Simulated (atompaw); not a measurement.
# What one change does to a pseudopotential (copper (Cu), PAW (atompaw))

```
Element                 : Cu
Generator               : atompaw 4.2.0.5
Type                    : PAW
Functional              : PBEsol
Relativity              : scalar-relativistic
Frozen core             : [Ar]
Valence charge          : 11
Reference configuration : 3d10 4s0 4p0 (charge +1)
Partial waves           : 4s (bound, empty): rc 1.95 bohr; 4s channel at 0.2 Ry: rc 2.70 bohr; 4p (bound, empty): rc 2.70 bohr; 4p channel at 0.2 Ry: rc 2.70 bohr; 3d (bound): rc 0.80 bohr; 3d channel at 0.95 Ry: rc 0.80 bohr
Local potential         : troulliermartins scheme with l = 3 at 0 Ry, radius 1.80 bohr
Core correction         : smooth core density matched at 2.10 bohr
Augmentation charge     : sinc compensation charge, radius 2.25 bohr; PAW radius 2.70 bohr; waves and projectors: custom rrkj gramschmidtortho
```

Change: local potential troulliermartins scheme with l = 3 at 0 Ry, radius 1.98 bohr.

Cutoffs: the cutoffs (Ry, on a coarse ladder) from which the occupation-weighted sum of valence levels, in a spherical-Bessel basis at the reference potential, stays within 10 and 1 mRy of its value at 400 Ry; they do not see the model core or the augmentation charge, which bear on the density cutoff.

Problem. What does the change do?

Solution. The potential gets neither clearly harder nor softer (230 Ry and 300 Ry → 230 Ry and 300 Ry); the bound ghost in s disappears. A state that the projectors do not describe sees the local part alone, so a deeper or shallower local part can create or remove a ghost.

| quantity | base | changed |
| --- | --- | --- |
| cutoff, loose | 230 Ry | 230 Ry |
| cutoff, tight | 300 Ry | 300 Ry |
| bound ghosts | s | none |
| s: phases at 2.71 bohr within 0.05 rad from the reference energy up to (Ry; the scan ends near 5) | 2.9 | 3.0 |
| p: phases at 2.71 bohr within 0.05 rad from the reference energy up to (Ry; the scan ends near 5) | 3.0 | 3.1 |
| d: phases at 2.71 bohr within 0.05 rad from the reference energy up to (Ry; the scan ends near 5) | to the end of the scan | to the end of the scan |
| lowest overlap eigenvalue by channel | s 0.06, p 0.53, d 0.97 | s 0.07, p 0.58, d 0.95 |

 A true bound ghost makes a file unfit for plane-wave use even where its test errors are small: the radial tests pick states by their node count and pass the ghost by. The cutoffs see the waves, projectors and local potential, not the compensation charge or the core.
